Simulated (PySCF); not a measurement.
## How the method moves the HOMO and LUMO of `C#CBCOC`

Species: C₄H₇BO.
Cartesian coordinates in Å at the PBE0-D3(BJ)/def2-SVP level; atoms count from 1:
```xyz
13
C4H7BO angstrom
C      3.372    1.254   -0.070
C      2.439    0.481   -0.217
B      1.285   -0.489   -0.401
C     -0.183    0.005   -0.199
O     -1.137   -0.986   -0.433
C     -2.444   -0.556   -0.232
H      4.195    1.933    0.058
H      1.517   -1.638   -0.694
H     -0.346    0.901   -0.844
H     -0.256    0.414    0.838
H     -3.117   -1.401   -0.436
H     -2.616   -0.216    0.810
H     -2.718    0.281   -0.907
```

Basis pcSseg-1 throughout (PySCF), one geometry. The structure is a single PBE0-D3(BJ)/def2-SVP conformer in the gas phase; no vibrational or solvent corrections.

How do the orbital energies, the gap and the dipole change with the method?

| method | kind | HOMO (eV) | LUMO (eV) | gap (eV) | μ (D) | SCF cycles |
| --- | --- | --- | --- | --- | --- | --- |
| BLYP | GGA | -5.73 | -2.76 | 2.97 | 1.86 | 17 |
| OPBE | GGA | -5.83 | -2.80 | 3.04 | 1.90 | 16 |
| PBE | GGA | -5.84 | -2.94 | 2.90 | 1.89 | 16 |
| B97-D | GGA | -5.89 | -2.76 | 3.13 | 1.88 | 15 |
| LDA | LDA | -5.95 | -3.19 | 2.76 | 1.99 | 15 |
| BP86 | GGA | -5.95 | -3.01 | 2.94 | 1.90 | 15 |
| KT2 | GGA | -6.01 | -2.94 | 3.07 | 1.88 | 16 |
| KT3 | GGA | -6.03 | -2.85 | 3.18 | 1.84 | 15 |
| B97-2 | global hybrid | -7.16 | -1.99 | 5.17 | 1.94 | 14 |
| B3LYP | global hybrid | -7.17 | -2.19 | 4.98 | 1.93 | 14 |
| PBE0 | global hybrid | -7.42 | -2.00 | 5.42 | 1.97 | 13 |
| mPW1PW91 | global hybrid | -7.46 | -1.99 | 5.47 | 1.97 | 13 |
| CAM-B3LYP | range-separated hybrid | -8.84 | -0.86 | 7.97 | 1.96 | 13 |
| BHandHLYP | global hybrid | -8.94 | -0.91 | 8.03 | 2.00 | 13 |
| wB97X-D | range-separated hybrid | -9.34 | -0.14 | 9.20 | 1.96 | 14 |
| LC-wPBE | range-separated hybrid | -10.16 | 0.27 | 10.44 | 2.00 | 15 |
| HF | Hartree–Fock | -10.74 | 1.72 | 12.46 | 2.05 | 12 |

The HOMO spans 5.01 eV, from BLYP down to HF, and the gap runs from 2.76 eV (LDA) to 12.46 eV (HF). Over the methods BLYP (0 %), OPBE (0 %), PBE (0 %), B97-D (0 %), LDA (0 %), BP86 (0 %), KT2 (0 %), KT3 (0 %), B97-2 (21 %), B3LYP (20 %), PBE0 (25 %), mPW1PW91 (25 %), BHandHLYP (50 %), HF (100 %), a straight line through the gap against the share of exact exchange rises by 0.96 eV for each 10 % (correlation coefficient 0.999). The dipole ranges from 1.84 D (KT3) to 2.05 D (HF). This basis has no diffuse functions.
